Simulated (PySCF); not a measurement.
This PySCF input asks for the NMR shieldings of `C#CC[C@H](CN)N[SiH3]`, C5H12N2Si; the geometry comes from GFN2-xTB.

```python
import basis_set_exchange as bse
import numpy as np
from pyscf import gto, dft
from pyscf.prop import nmr

atoms = """
C    -3.025934   -1.490831   -1.117539
C    -1.908990   -1.431053   -0.691705
C    -0.567804   -1.326019   -0.158575
C    -0.276207    0.092898    0.339938
C    -0.248150    1.084046   -0.834416
N    -0.095336    2.438606   -0.324395
N     0.954018    0.136222    1.096933
Si    2.419015   -0.668887    0.690345
H    -4.001858   -1.557551   -1.495946
H     0.156086   -1.598740   -0.930726
H    -0.457312   -2.019146    0.678314
H    -1.093341    0.395316    1.014710
H    -1.156801    0.941816   -1.442556
H     0.623206    0.862933   -1.457036
H    -0.000126    3.095845   -1.090606
H    -0.919420    2.703726    0.206603
H     1.077043    1.076175    1.448915
H     2.186647   -2.111429    0.806236
H     3.364683   -0.194690    1.696468
H     2.965432   -0.418560   -0.654967
"""
names = dict.fromkeys(["C", "N", "Si", "H"], "pcSseg-1")
basis = {el: gto.basis.parse(bse.get_basis(n, elements=[el], fmt="nwchem")) for el, n in names.items()}
mol = gto.M(atom=atoms, basis=basis, charge=0, verbose=0)
mf = dft.RKS(mol, xc="PBE0")
mf.grids.level = 2
mf.grids.alignment = dft.numint.BLKSIZE   # the property module wants whole blocks of grid points
mf.conv_tol = 1e-9
mf.kernel()

calc = nmr.RKS(mf)   # GIAO
C = mf.mo_coeff
Co = C[:, mf.mo_occ > 0]
resp = mf.gen_response(singlet=True, hermi=2)
def vind(x):   # induced exchange potential for any number of trial vectors
    d = np.einsum("pi,xij,qj->xpq", C, 2 * x.reshape(-1, C.shape[1], Co.shape[1]), Co, optimize=True)
    return np.einsum("xpq,pi,qj->xij", resp(d - d.transpose(0, 2, 1)), C, Co, optimize=True).ravel()
mo1, _ = nmr.rhf.solve_mo1(calc, with_cphf=vind)
sigma = calc.kernel(mo1)
for i, s in enumerate(sigma):   # ppm
    w = np.linalg.eigvalsh((s + s.T) / 2)
    print("%2d %-2s iso %8.1f  s11 %8.1f  s22 %8.1f  s33 %8.1f" % (i, mol.atom_pure_symbol(i), w.mean(), *w))
```

Question: What does it print?

Answer: 
```
 0 C  iso    109.5  s11     36.9  s22     40.4  s33    251.3
 1 C  iso     99.5  s11     -1.9  s22      4.5  s33    296.0
 2 C  iso    162.0  s11    149.4  s22    162.0  s33    174.5
 3 C  iso    127.1  s11    116.0  s22    126.2  s33    139.1
 4 C  iso    135.7  s11    121.4  s22    133.8  s33    151.9
 5 N  iso    234.3  s11    189.0  s22    247.8  s33    266.0
 6 N  iso    240.6  s11    212.9  s22    231.8  s33    277.1
 7 Si iso    419.1  s11    380.2  s22    399.4  s33    477.7
 8 H  iso     30.2  s11     24.8  s22     25.2  s33     40.7
 9 H  iso     29.6  s11     24.8  s22     30.1  s33     33.9
10 H  iso     28.9  s11     22.9  s22     29.5  s33     34.3
11 H  iso     28.9  s11     25.4  s22     27.9  s33     33.3
12 H  iso     28.0  s11     21.4  s22     29.2  s33     33.3
13 H  iso     29.4  s11     26.2  s22     29.1  s33     32.8
14 H  iso     30.8  s11     23.2  s22     27.4  s33     41.8
15 H  iso     31.8  s11     24.7  s22     29.7  s33     40.9
16 H  iso     29.8  s11     20.1  s22     28.7  s33     40.5
17 H  iso     27.3  s11     23.4  s22     26.1  s33     32.3
18 H  iso     27.3  s11     23.9  s22     25.1  s33     33.0
19 H  iso     27.0  s11     22.9  s22     25.3  s33     32.7
```

These numbers come from an equivalent density-fitted implementation of the same equations, which agrees with the script to about 0.01 ppm for H and up to a few tenths of a ppm for heavy atoms, so last digits may differ.

Question: Turn these shieldings into chemical shifts. Scale: TMS for 13C (σref 186.93) and 29Si (σref 349.16) and 1H (σref 31.72); NH3 for 15N (σref 267.73) (reference shieldings calculated alike).

Answer: Averaging equivalent atoms: C 1: 87.4; C 0: 77.4; C 3: 59.8; C 4: 51.2; C 2: 24.9; N 5: 33.5; N 6: 27.1; Si 7: -70.0; H 17/18/19: 4.53; H 12: 3.72; H 11: 2.84; H 10: 2.84; H 13: 2.37; H 9: 2.13; H 16: 1.94; H 8: 1.49; H 14/15: 0.44 ppm. Experimental scales use liquid or dissolved standards, which lie at an offset from isolated NH3 (liquid NH3: subtract about 20 ppm).

Size and cost of the density-fitted run: 203 basis functions, 87 s wall time on 1 thread of an Arm Neoverse N1, shared host; peak memory 0.92 GiB.
